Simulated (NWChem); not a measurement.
Species: C$_{3}$H$_{7}$Cl; SMILES ClC(C)C

```xyz
11

C      0.1291    -1.0481    -1.2681
C     -0.3936    -0.4071     0.0000
C      0.1291    -1.0481     1.2681
Cl     0.0399     1.3509     0.0000
H      1.2283    -1.0043    -1.3011
H     -0.1770    -2.1061    -1.3071
H     -0.2632    -0.5404    -2.1602
H     -1.4939    -0.4165     0.0000
H      1.2283    -1.0043     1.3011
H     -0.1770    -2.1061     1.3071
H     -0.2632    -0.5404     2.1602
```
Atoms are numbered in this order, from 1.

Level: PBE0/def2-SVP (NWChem), optimised geometry, unscaled harmonic frequencies. 

```
frequency (cm⁻¹)  IR intensity (km/mol)
----------------  ---------------------
250                                 0.0
278                                 0.2
327                                 2.5
339                                 1.7
426                                 2.0
646                                23.1
915                                 8.1
933                                 1.6
950                                 0.0
1073                               15.5
1164                                2.6
1180                               16.5
1275                               27.9
1345                                0.1
1395                               18.1
1398                                8.2
1451                                1.3
1456                                0.6
1461                               10.9
1478                                7.6
3056                               10.7
3060                               14.1
3112                                5.7
3152                                0.6
3157                               24.2
3173                                6.6
3175                               12.7
```

- zero-point energy: 59.5 kcal/mol
- thermal correction to the enthalpy at 298.15 K (with zero-point energy): 63.3 kcal/mol
- heat capacity Cv: 18.0 cal/(mol K)
- entropy at 298.15 K and 1 atm (symmetry number 1): 72.1 cal/(mol K)
- dipole moment: 2.04 D

Rigid rotor and harmonic oscillator.
